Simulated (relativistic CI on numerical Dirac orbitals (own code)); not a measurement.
## Sensitivity of the levels of Ag²⁶⁺ to α and to the nuclear radius

Method of calculation: Dirac-Coulomb-Breit CI, separate exchange-only KLI orbitals for each configuration, derivatives by finite differences, unscaled Slater integrals, QED left out (own radial code, finite nucleus).

Configuration list (outside the closed core [Ne]): 3s2 3p6 3d3, 3s2 3p5 3d4, 3s 3p6 3d4, 3p6 3d5, 3s2 3p6 3d2 4s, 3s2 3p6 3d2 4p, 3s2 3p6 3d2 4d, 3s2 3p6 3d2 4f. Levels of other configurations are missing.

With x = (α/α₀)² − 1 an excitation energy changes as ω = ω₀ + qx; K = 2q/ω₀ is the relative enhancement. Terms are leading LS components, so labels can repeat. The field-shift factor is F = δν/δ⟨r²⟩ for the transition from the lowest level.

Lowest level 3s2 3p6 3d3 4F_3/2.

| Level | ω₀ (cm⁻¹) | q (cm⁻¹) | K | F (GHz/fm²) |
| --- | --- | --- | --- | --- |
| 3s2 3p6 3d3 4F_5/2 | 35078 | 47470 | 2.71 | 0.331 |
| 3s2 3p6 3d3 4F_7/2 | 61710 | 66650 | 2.16 | 0.478 |
| 3s2 3p6 3d3 4F_9/2 | 78153 | 63090 | 1.61 | 0.48 |
| 3s2 3p6 3d3 4P_3/2 | 82547 | 30600 | 0.741 | 0.185 |
| 3s2 3p6 3d3 4P_1/2 | 95519 | 43320 | 0.907 | 0.243 |
| 3s2 3p6 3d3 2G_7/2 | 125176 | 83220 | 1.33 | 0.617 |
| 3s2 3p6 3d3 2H_9/2 | 130636 | 89990 | 1.38 | 0.744 |
| 3s2 3p6 3d3 4P_5/2 | 137753 | 84630 | 1.23 | 0.51 |
| 3s2 3p6 3d3 2D_3/2 | 155151 | 97880 | 1.26 | 0.611 |
| 3s2 3p6 3d3 2P_1/2 | 165481 | 101000 | 1.22 | 0.719 |
| 3s2 3p6 3d3 2H_11/2 | 174520 | 100200 | 1.15 | 0.896 |
| 3s2 3p6 3d3 2D_5/2 | 189478 | 111300 | 1.17 | 0.65 |
| 3s2 3p6 3d3 2G_9/2 | 202284 | 151200 | 1.5 | 1.14 |
| 3s2 3p6 3d3 2F_5/2 | 222993 | 78840 | 0.707 | 0.597 |
| 3s2 3p6 3d3 2F_7/2 | 225774 | 94370 | 0.836 | 0.702 |
| 3s2 3p6 3d3 2P_3/2 | 226600 | 153900 | 1.36 | 1.11 |
| 3s2 3p6 3d3 2D_3/2 | 333352 | 111800 | 0.671 | 0.922 |
| 3s2 3p6 3d3 2D_5/2 | 338015 | 133300 | 0.788 | 1.13 |
| 3s2 3p5 3d4 6D°_3/2 | 1193532 | 68980 | 0.116 | 2.44 |
| 3s2 3p5 3d4 6D°_5/2 | 1196121 | 101500 | 0.17 | 2.76 |
| 3s2 3p5 3d4 6D°_7/2 | 1203261 | 120300 | 0.2 | 2.99 |
| 3s2 3p5 3d4 6D°_9/2 | 1215507 | 131300 | 0.216 | 3.12 |
| 3s2 3p5 3d4 6D°_1/2 | 1225172 | 119600 | 0.195 | 2.26 |

At this charge energies of transitions that change n are usually good to better than 1 %, and those within a shell (Δn = 0) to a few per cent. Terms inside the open d or f shell come out 10 to 20 % too wide with unscaled integrals.
